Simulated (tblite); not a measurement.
C₇H₈N (doublet state).
Numbering: `[CH2:1]=[CH:2][CH2:3][n:4]1[c:5][cH:6][cH:7][cH:8]1` (hydrogens: H9, H10 on C1; H11 on C2; H12, H13 on C3; H14 on C6; H15 on C7; H16 on C8)

Structure optimised with GFN2-xTB, isolated species. This method treats the open shell by occupation alone, without spin polarisation.

List the bond lengths, angles and torsions at this level.

```json
{"bond": "C1=C2", "length (Å)": "1.318", "order": "double"}
{"bond": "C2–C3", "length (Å)": "1.507", "order": "single"}
{"bond": "C3–N4", "length (Å)": "1.435", "order": "single"}
{"bond": "N4–C5", "length (Å)": "1.348", "order": "aromatic"}
{"bond": "C5–C6", "length (Å)": "1.356", "order": "aromatic"}
{"bond": "C6–C7", "length (Å)": "1.421", "order": "aromatic"}
{"bond": "C7–C8", "length (Å)": "1.368", "order": "aromatic"}
{"bond": "N4–C8", "length (Å)": "1.368", "order": "aromatic"}
{"bond": "C1–H9", "length (Å)": "1.076", "order": "single"}
{"bond": "C1–H10", "length (Å)": "1.078", "order": "single"}
{"bond": "C2–H11", "length (Å)": "1.082", "order": "single"}
{"bond": "C3–H12, C3–H13", "length (Å)": "1.097", "order": "single"}
{"bond": "C6–H14", "length (Å)": "1.070", "order": "single"}
{"bond": "C7–H15", "length (Å)": "1.073", "order": "single"}
{"bond": "C8–H16", "length (Å)": "1.072", "order": "single"}
```

Bonds in one row agree within 0.01 Å and their mean is given. Orders are formal, as drawn. A selection of angles:
```json
{"angle": "C1–C2–C3", "degrees": "125.0"}
{"angle": "C2–C3–N4", "degrees": "113.6"}
{"angle": "C3–N4–C5", "degrees": "126.7"}
{"angle": "C3–N4–C8", "degrees": "125.7"}
{"angle": "C5–N4–C8", "degrees": "107.3"}
{"angle": "N4–C5–C6", "degrees": "111.7"}
{"angle": "C5–C6–C7", "degrees": "104.8"}
{"angle": "C6–C7–C8", "degrees": "107.8"}
{"angle": "N4–C8–C7", "degrees": "108.4"}
```

Dihedral angles: C1–C2–C3–N4 -2° (synperiplanar); C2–C3–N4–C5 89° (synclinal). The mirror-image conformer, all signs reversed, is as good.

Of the pairs four or more bonds apart, N4···H10 is among the closest relative to their van der Waals radii: 2.53 Å, 92 % of the sum of Bondi's values. C2 (carbon bonded to 2 C and H) is planar (angles 125.0°, 121.1° and 113.9°, sum 360.0°, 0.00 Å off the plane of its three neighbours). The C–N distances run from 1.348 Å (N4–C5, aromatic) to 1.435 Å (C3–N4, drawn single), a spread of 0.087 Å. C6 (carbon bonded to 2 C and H) is planar (angles 128.1°, 127.1° and 104.8°, sum 360.0°, 0.00 Å off the plane of its three neighbours). C1 (carbon bonded to C and 2 H) is planar (angles 122.0°, 121.6° and 116.4°, sum 360.0°, 0.00 Å off the plane of its three neighbours). The 5 C–C bonds span 1.318 Å (C1=C2, drawn double) to 1.507 Å (C2–C3, drawn single), a spread of 0.189 Å. N4 (nitrogen bonded to 3 C) is planar (angles 126.7°, 125.7° and 107.3°, sum 359.7°, 0.04 Å off the plane of its three neighbours).

Its GFN2-xTB frequencies are all real (lowest 39 cm⁻¹). 3 starts were optimised and ended at 0.00, 0.35 and 0.36 kcal/mol (GFN2-xTB); the lowest of these is shown.

The numbers are calculated, not measured.
